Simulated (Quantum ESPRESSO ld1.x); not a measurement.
The numbers below are computed, except where a source is named.
Problem. Se IX, configuration [Ar] 3d8. Level of theory: scalar-relativistic Kohn-Sham, LDA (Slater exchange, Perdew-Zunger correlation), spin-polarised, spherical densities, point nucleus; open shells are filled with parallel spins first (ld1.x of Quantum ESPRESSO 7.5). Some entries of the table are withheld. Estimate them.

orbital  occ.  eigenvalue (hartree)  <r> (bohr)  <1/r> (bohr^-1)
1s up       1              -464.852     0.04414            34.51
1s down     1              -464.851     0.04414            34.51
2s up       1              -65.0829      0.1962            7.621
2s down     1              -65.0012      0.1961            7.626
2p up       3              -58.0323      0.1712            7.470
2p down     3              -57.9694      0.1711            7.475
3s up       1              -13.5358         (1)            2.549
3s down     1              -13.4195         (2)            2.542
3p up       3              -11.3092      0.5696            2.415
3p down     3              -11.1942      0.5712            2.407
3d up       5              -7.62868      0.5707              (3)
3d down     3              -7.50801      0.5742              (4)

Solution. 
(1) 3s up <r> (bohr): 0.5615
(2) 3s down <r> (bohr): 0.5627
(3) 3d up <1/r> (bohr^-1): 2.180
(4) 3d down <1/r> (bohr^-1): 2.170
